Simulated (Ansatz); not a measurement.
`C[SiH](N)[SiH2]N` + HCl → `C[SiH](N)Cl` + `N[SiH3]`  (cleavage of the Si–Si bond)

Isolated molecules relaxed with PBE0-D4/def2-TZVP in Ansatz; ΔE leaves out vibrations. CBS: MP2 limit from def2 TZ/QZ plus the TZ coupled-cluster correction, frozen cores. This one scheme is used for every species. DFT in def2-TZVPP. B3LYP here is the variant with VWN-RPA as its local correlation; programs differ in this. One conformer a species, not always the lowest.

```csv
level,ΔE (kJ/mol),difference from CCSD(T)/CBS
PBE-D4,-112.9,16.3
r2SCAN-D4,-129.0,0.2
PBE0-D4,-119.5,9.7
B3LYP-D4,-126.7,2.5
ωB97X-V,-128.7,0.5
ωB97M-V,-134.7,-5.5
B2PLYP,-135.5,-6.3
PBE,-117.9,11.3
r2SCAN,-130.8,-1.6
PBE0,-124.2,5.0
B3LYP,-134.4,-5.2
HF/def2-TZVPP,-153.7,-24.5
MP2/def2-TZVPP,-135.9,-6.7
SCS-MP2/def2-TZVPP,-137.1,-7.9
CCSD/def2-TZVPP,-129.0,0.2
CCSD(T)/def2-TZVPP,-126.1,3.1
HF/def2-QZVPP,-154.8,-25.6
MP2/def2-QZVPP,-138.1,-8.9
SCS-MP2/def2-QZVPP,-139.2,-10.0
HF/CBS(def2),-154.9,-25.7
MP2/CBS(def2),-139.0,-9.8
CCSD/CBS(def2),-132.1,-2.9
CCSD(T)/CBS,-129.2,0
```

Largest T1 diagnostic among the species: 0.011.

From PBE to PBE0 (25 % exact exchange), in def2-TZVPP and without D4, ΔE moves by −6.3 kJ/mol. The D4 term adds +7.7 kJ/mol with B3LYP and +4.7 kJ/mol with PBE0; it sums over pairs of atoms, weighted by their polarisabilities, and B3LYP, whose exchange is more repulsive, gets the larger term. In def2-TZVPP, CCSD(T) changes the Hartree–Fock value by +27.6 kJ/mol (the triples alone add +2.9 kJ/mol) and MP2 by +17.8 kJ/mol.
